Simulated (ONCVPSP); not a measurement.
# nitrogen ONCV: all-electron and pseudo phase curves

```
Element                 : N (Z = 7)
Generator               : ONCVPSP 4.0.1
Type                    : optimised norm-conserving Vanderbilt (ONCV)
Functional              : LDA (Perdew-Zunger)
Relativity              : scalar-relativistic
Frozen core             : none
Valence charge          : 7
Reference configuration : 1s2 2s2 2p3
Partial waves           : 1s+2s: rc 0.40 bohr, ncon 4, nbas 9, qcut 25.6 1/bohr, 2 projectors; 2p: rc 1.20 bohr, ncon 3, nbas 7, qcut 8.3 1/bohr, 1 projector
Local potential         : polynomial inside 0.40 bohr (lpopt 2, dvloc0 3 Ha)
Core correction         : none
```

The phase is arctan(r·R′/R) of the radial function R(r), unwrapped; energies in Ha, scanned from -12 to 5 Ha. A pole is an energy at which the radial function vanishes at the test radius. The pseudo phase is shifted by a multiple of π to meet the all-electron one at the reference energy, and phase errors are pseudo minus all-electron; the curves can meet again beyond the range given. Levels narrower than the energy grid can be missing from the lists of poles.

Problem. For each channel, where are the poles, and over which energies does the pseudopotential scatter like the atom?

Solution.

| channel | radius (bohr) | reference energy (Ha) | poles, all-electron | poles, pseudo | unbroken range about the reference energy with phases within 0.05 rad | phase error 1 Ha above the reference energy (rad) |
| --- | --- | --- | --- | --- | --- | --- |
| s | 0.41 | -0.68 | -8.56 | -8.56 | the whole range | +0.000 |
| p | 1.22 | -0.27 | 1.71 | 1.77 | below 3.4 | +0.003 |

Phases in the p channel:

| E (Ha) | all-electron | pseudo |
| --- | --- | --- |
| -11.96 | 1.365 | 1.364 |
| -11.08 | 1.354 | 1.354 |
| -10.20 | 1.342 | 1.342 |
| -9.32 | 1.329 | 1.328 |
| -8.44 | 1.312 | 1.312 |
| -7.56 | 1.291 | 1.292 |
| -6.68 | 1.266 | 1.266 |
| -5.80 | 1.232 | 1.233 |
| -4.92 | 1.187 | 1.187 |
| -4.04 | 1.119 | 1.120 |
| -3.16 | 1.007 | 1.009 |
| -2.28 | 0.786 | 0.790 |
| -1.40 | 0.241 | 0.246 |
| -0.52 | -0.719 | -0.719 |
| 0.36 | -1.253 | -1.252 |
| 1.24 | -1.488 | -1.482 |
| 2.12 | -1.635 | -1.621 |
| 3.00 | -1.770 | -1.739 |
| 3.88 | -1.952 | -1.876 |
| 4.76 | -2.318 | -2.094 |
